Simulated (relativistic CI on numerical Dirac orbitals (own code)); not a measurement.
**Sensitivity of the levels of Au29+ to α and to the nuclear radius**

These numbers are calculated, not measured: Dirac-Coulomb-Breit CI, KLI orbitals optimised for each configuration, derivatives by finite differences, unscaled Slater integrals, QED left out (own radial code, finite nucleus).

Configurations in the expansion (outside the closed core [Ar] 3d10 4p6 4d10): 4s2.4f4, 4s2.4f3.5s, 4s2.4f2.5s2, 4s2.4f3.5p, 4s2.4f2.5s.5p, 4s.4f3.5s2. Levels of other configurations are missing.

With x = (α/α₀)² − 1 an excitation energy changes as ω = ω₀ + qx; K = 2q/ω₀ is the relative enhancement. Terms are leading LS components, so labels can repeat. The field-shift factor is F = δν/δ⟨r²⟩ for the transition from the lowest level.

Lowest level 4s2.4f4 5I_4.

```
       Level  ω₀ (cm⁻¹)  q (cm⁻¹)       K  F (GHz/fm²)
4s2.4f4 5I_5    24339.3     30790    2.53         1.59
4s2.4f4 5I_6    42786.6     44440    2.08          2.4
4s2.4f4 5F_2    43565.6     -7467  -0.343        0.162
4s2.4f4 5I_7    55427.6     44140    1.59         2.54
4s2.4f4 5F_1    57614.1     26820   0.931         1.78
4s2.4f4 3G_4    57658.3     16330   0.566         1.35
4s2.4f4 3K_8    64658.1     39240    1.21         2.45
4s2.4f4 5F_3    66818.6     28540   0.854         1.97
4s2.4f4 5G_2    71143.4     25220   0.709         1.88
4s2.4f4 5G_3    74601.4     26220   0.703         1.96
4s2.4f4 5S_2    74802.2     35400   0.946         2.35
4s2.4f4 3K_6    80023.7     49040    1.23         3.01
4s2.4f4 3G_5    84953.2     39240   0.924         2.64
```

At this charge energies of transitions that change n are usually good to better than 1 %, and those within a shell (Δn = 0) to a few per cent. Terms inside the open d or f shell come out 10 to 20 % too wide with unscaled integrals.
